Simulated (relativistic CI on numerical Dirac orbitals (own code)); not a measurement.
## Line list: Electric-dipole lines, Ag18+

Calculated at this level of theory: Dirac-Coulomb-Breit CI, separate exchange-only KLI orbitals for each configuration, a model potential for QED, unscaled Slater integrals (own radial code, finite nucleus).

Configuration list (outside the closed core [Ar]): 3d¹⁰4s, 3d¹⁰4p, 3d¹⁰4d, 3d¹⁰4f, 3d¹⁰5s, 3d¹⁰5p, 3d¹⁰5d, 3d¹⁰5f, 3d¹⁰5g, 3d¹⁰6s, 3d¹⁰6p, 3d⁹4s², 3d¹⁰6d, 3d¹⁰6f, 3d¹⁰7s, 3d⁹4s4p, 3d¹⁰8s, 3d⁹4s4d, 3d⁹4s4f, 3d⁹4s5s, 3d⁹4s5p, 3d⁹4s5d, 3d⁹4s5f. Double excitations out of closed p, d and f shells are left out; levels of such configurations are missing from the list, as are those of other unlisted configurations, and high levels can miss mixing partners.

```tsv
λ vac (nm)	Lower	Upper	A (s⁻¹)	gf	Branching (%)
5.0493	3d¹⁰4d ²D5/2 [5]	3d¹⁰6f ²F°7/2 [25]	1.78e+11	5.45e-01	79.6
6.7605	3d¹⁰4d ²D3/2 [4]	3d¹⁰5f ²F°5/2 [13]	1.69e+11	6.96e-01	81.6
6.8119	3d¹⁰4d ²D5/2 [5]	3d¹⁰5f ²F°7/2 [14]	1.87e+11	1.04e+00	88.5
7.3761	3d¹⁰4p ²P°3/2 [3]	3d¹⁰5s ²S1/2 [8]	2.88e+11	4.70e-01	68.6
9.9332	3d¹⁰4f ²F°5/2 [6]	3d¹⁰5g ²G7/2 [15]	6.05e+11	7.16e+00	96.3
9.9383	3d¹⁰4f ²F°7/2 [7]	3d¹⁰5g ²G9/2 [16]	6.27e+11	9.29e+00	99.9
9.9959	3d¹⁰4d ²D5/2 [5]	3d¹⁰5p ²P°3/2 [10]	1.28e+11	7.68e-01	52.0
14.184	3d¹⁰4f ²F°7/2 [7]	3d¹⁰5d ²D5/2 [12]	3.70e+10	6.69e-01	23.1
16.275	3d⁹4s4p ⁴P°5/2 [27]	3d⁹4s4d ⁴P5/2 [53]	6.71e+10	1.60e+00	60.4
16.439	3d⁹4s4p ⁴F°3/2 [31]	3d⁹4s4d ⁴G5/2 [67]	7.62e+10	1.85e+00	67.9
16.699	3d⁹4s4p ²F°5/2 [28]	3d⁹4s4d ⁴G7/2 [54]	6.51e+10	2.18e+00	57.7
16.812	3d⁹4s4p ⁴F°7/2 [29]	3d⁹4s4d ⁴G9/2 [52]	8.74e+10	3.70e+00	82.5
17.291	3d¹⁰4p ²P°1/2 [2]	3d¹⁰4d ²D3/2 [4]	8.77e+10	1.57e+00	87.5
17.878	3d⁹4s4p ⁴D°5/2 [43]	3d⁹4s4d ²F7/2 [79]	5.83e+10	2.23e+00	62.3
17.984	3d⁹4s4p ⁴D°7/2 [36]	3d⁹4s4d ⁴F9/2 [63]	6.90e+10	3.34e+00	72.6
18.008	3d⁹4s4p ²F°7/2 [41]	3d⁹4s4d ²G9/2 [74]	8.70e+10	4.23e+00	95.0
18.031	3d⁹4s4p ⁴F°9/2 [32]	3d⁹4s4d ⁴G11/2 [55]	9.18e+10	5.37e+00	100.0
18.431	3d¹⁰4d ²D3/2 [4]	3d¹⁰4f ²F°5/2 [6]	8.62e+10	2.63e+00	93.7
18.812	3d¹⁰4d ²D5/2 [5]	3d¹⁰4f ²F°7/2 [7]	8.72e+10	3.70e+00	100.0
19.029	3d¹⁰4p ²P°3/2 [3]	3d¹⁰4d ²D5/2 [5]	8.10e+10	2.64e+00	100.0
19.907	3d⁹4s4p ²F°5/2 [48]	3d⁹4s4d ²G7/2 [81]	6.68e+10	3.17e+00	94.8
19.960	3d⁹4s4p ²F°7/2 [45]	3d⁹4s4d ²G9/2 [69]	6.35e+10	3.80e+00	90.2
20.278	3d¹⁰5d ²D5/2 [12]	3d¹⁰6p ²P°3/2 [19]	5.61e+10	1.38e+00	24.6
20.676	3d¹⁰5d ²D3/2 [11]	3d¹⁰6p ²P°1/2 [18]	6.54e+10	8.39e-01	25.0
22.971	3d⁹4s² ²D5/2 [20]	3d⁹4s4p ²D°5/2 [46]	6.38e+10	3.03e+00	97.8
22.985	3d⁹4s² ²D3/2 [23]	3d⁹4s4p ²D°3/2 [49]	6.50e+10	2.06e+00	97.4
23.744	3d⁹4s² ²D3/2 [23]	3d⁹4s4p ²F°5/2 [48]	5.89e+10	2.98e+00	97.3
23.864	3d⁹4s² ²D5/2 [20]	3d⁹4s4p ²F°7/2 [45]	5.90e+10	4.03e+00	99.2
23.885	3d⁹4s² ²D5/2 [20]	3d⁹4s4p ²P°3/2 [44]	5.66e+10	1.94e+00	10.4
25.732	3d¹⁰5f ²F°7/2 [14]	3d¹⁰6d ²D5/2 [22]	2.47e+10	1.47e+00	15.0
25.890	3d¹⁰5f ²F°5/2 [13]	3d¹⁰6d ²D3/2 [21]	2.64e+10	1.06e+00	16.8
26.502	3d¹⁰4s ²S1/2 [1]	3d¹⁰4p ²P°3/2 [3]	2.25e+10	9.50e-01	100.0
31.973	3d¹⁰4s ²S1/2 [1]	3d¹⁰4p ²P°1/2 [2]	1.27e+10	3.88e-01	100.0
38.626	3d¹⁰5p ²P°1/2 [9]	3d¹⁰5d ²D3/2 [11]	2.39e+10	2.13e+00	15.8
42.333	3d¹⁰5d ²D3/2 [11]	3d¹⁰5f ²F°5/2 [13]	2.38e+10	3.84e+00	11.5
42.342	3d¹⁰5p ²P°3/2 [10]	3d¹⁰5d ²D5/2 [12]	2.23e+10	3.60e+00	13.9
43.206	3d¹⁰5d ²D5/2 [12]	3d¹⁰5f ²F°7/2 [14]	2.41e+10	5.40e+00	11.5
58.753	3d¹⁰5s ²S1/2 [8]	3d¹⁰5p ²P°3/2 [10]	6.41e+09	1.33e+00	2.6
72.031	3d¹⁰6p ²P°1/2 [18]	3d¹⁰6d ²D3/2 [21]	8.60e+09	2.67e+00	5.5
78.796	3d¹⁰6p ²P°3/2 [19]	3d¹⁰6d ²D5/2 [22]	8.05e+09	4.49e+00	4.9
79.137	3d¹⁰6d ²D3/2 [21]	3d¹⁰6f ²F°5/2 [24]	8.76e+09	4.94e+00	3.9
80.766	3d¹⁰6d ²D5/2 [22]	3d¹⁰6f ²F°7/2 [25]	8.82e+09	6.90e+00	3.9
110.00	3d¹⁰6s ²S1/2 [17]	3d¹⁰6p ²P°3/2 [19]	2.30e+09	1.67e+00	1.0
142.65	3d¹⁰5f ²F°5/2 [13]	3d¹⁰5g ²G7/2 [15]	4.49e+08	1.09e+00	0.1
143.36	3d¹⁰5f ²F°7/2 [14]	3d¹⁰5g ²G9/2 [16]	4.58e+08	1.41e+00	0.1
```

Terms are leading LS components. Brackets give the number of a level in order of energy, since labels repeat. The list gives strong lines, with weight on those to low levels, without lines whose two gauges differ by over a factor of 2.5, among the lowest 84 of 227 levels, so that lines to higher ones, which can be the strongest, are missing. Levels whose partners in the same complex of configurations lie outside the list can be far off, and so can their lines. Rates are taken at the computed energies, electric ones in the length gauge.

At this charge energies of transitions that change n are usually good to better than 1 %, and those within a shell (Δn = 0) to a few per cent.

LS names give the leading component of a level, which can be under half, so a name can repeat, a term be missing and a line seem to break the LS rules.
